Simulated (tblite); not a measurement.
Compound: C6H7NOSi.
Numbering: `[CH:1]#[C:2][C:3]#[C:4][SiH2:5][N:6]([CH3:7])[CH:8]=[O:9]` (hydrogens: H10 on C1; H11, H12 on Si5; H13, H14, H15 on C7; H16 on C8)

Computed with GFN2-xTB (tblite), gas phase: L-BFGS steps from a force-field or distance-geometry start until the largest atomic force falls under 0.01 eV/Å.

Geometry at step 3:
```
atom  x, y, z in Å
C1      4.7975    0.0159    0.3827
C2      3.6118    0.1291    0.5416
C3      2.2551    0.2419    0.7571
C4      1.0569    0.3475    0.9366
Si5    -0.7838    0.4825    1.2781
N6     -1.6062    0.2140   -0.3075
C7     -0.8605   -0.0232   -1.5306
C8     -2.9502    0.2723   -0.3038
O9     -3.5820    0.4910    0.7387
H10     5.8479   -0.0662    0.2338
H11    -1.1582   -0.5200    2.2762
H12    -1.0905    1.8071    1.8200
H13    -0.0540    0.7125   -1.6324
H14    -1.5268    0.0970   -2.3818
H15    -0.4450   -1.0426   -1.5682
H16    -3.5196    0.1177   -1.2518
```

**Question.** Give the atomic forces at this geometry.

**Answer.** 
```
atom  Fx (eV/Å)  Fy (eV/Å)  Fz (eV/Å)
  C1      0.811     -0.043     -0.126
  C2     -1.105      0.086      0.236
  C3      0.387     -0.024     -0.105
  C4     -0.319     -0.026     -0.102
 Si5      0.025     -0.020     -0.108
  N6      0.082      0.001      0.012
  C7     -0.115      0.022      0.006
  C8     -0.754      0.293      1.655
  O9      1.094     -0.304     -1.367
 H10     -0.565      0.032      0.066
 H11     -0.004     -0.164     -0.221
 H12      0.028      0.067     -0.253
 H13     -0.082     -0.251      0.112
 H14     -0.092     -0.019     -0.109
 H15     -0.041      0.327      0.149
 H16      0.649      0.025      0.157
```

The largest, 1.84 eV/Å, acts on C8; the rms over all components is 0.456 eV/Å. The forces sum to zero within rounding, as they must for an isolated molecule in no field.

**Question.** Give the force on C8 in Eh/bohr and in nN.

**Answer.** 1.842 eV/Å ÷ 51.422 = 0.03582 Eh/bohr, and 1.842 eV/Å × 1.602 = 2.95 nN.

**Question.** How far is this geometry from the end of the optimisation?

**Answer.** 0.184 eV above it, and 0.116 Å rms away after alignment. The bonds farthest from their final lengths, with half the difference of the two atoms' forces along the bond (positive lengthens):

| bond | now (Å) | final (Å) | force along bond (eV/Å) |
| --- | --- | --- | --- |
| C4–Si5 | 1.877 | 1.850 | -0.17 |
| Si5–N6 | 1.806 | 1.780 | -0.07 |
| C8=O9 | 1.238 | 1.218 | -1.80 |
| N6–C8 | 1.345 | 1.325 | +0.43 |
| C2–C3 | 1.378 | 1.358 | -0.77 |
| C1–H10 | 1.064 | 1.049 | -0.70 |

The angle farthest from its final value is H11–Si5–H12, 108.3° against 118.5°.

Of the 6 listed bonds off by 0.010 Å or more, this force points towards the final length in 5.

The cost below is that of the whole relaxation. The run took 0.77 s wall on an AMD EPYC with one thread, no GPU, shared host with 64 logical CPUs at a one-minute load of 10.
